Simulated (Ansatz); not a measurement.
A run for Ansatz (a program for electronic structure): R-r2SCAN/def2-TZVPPD on N2 (SMILES N#N). Files ending in .json are basis or fitting sets from the Basis Set Exchange.

Ansatz 0.2 input:
```yaml
crystal:
  periodic: [false, false, false]
  atoms:
    - {symbol: N, position_ang: [-0.02313196, -0.36879466, 4.29183186]}
    - {symbol: N, position_ang: [-0.39338505, -0.38142001, 3.26592084]}
basis:
  gaussian:
    orbitals: def2-TZVPPD.json
hamiltonian:
  xc: {name: r2SCAN}
scf: {lower_state_search: off}
```

The head of its log:

```
WARN ansatz: RAYON_NUM_THREADS=1 ignored (pool sized by the plan → 1); use --threads N
Functional definition: r2SCAN
these checks for a lower state are left out or cut short: stability, starts, cluster_reference, orbital_swaps, neighbouring_geometries, increment
integrals: 0.01 GiB planned
358 factors; their error is unknown
mean field: 0.13 GiB planned
mean field evaluation 1: about -2978.6114 eV, gradient 2.8e1 eV
mean field evaluation 2: about -2979.2001 eV, gradient 2.1e1 eV
```

### Question
What total energy does the run end on?

### Answer
-109.5125 hartree.
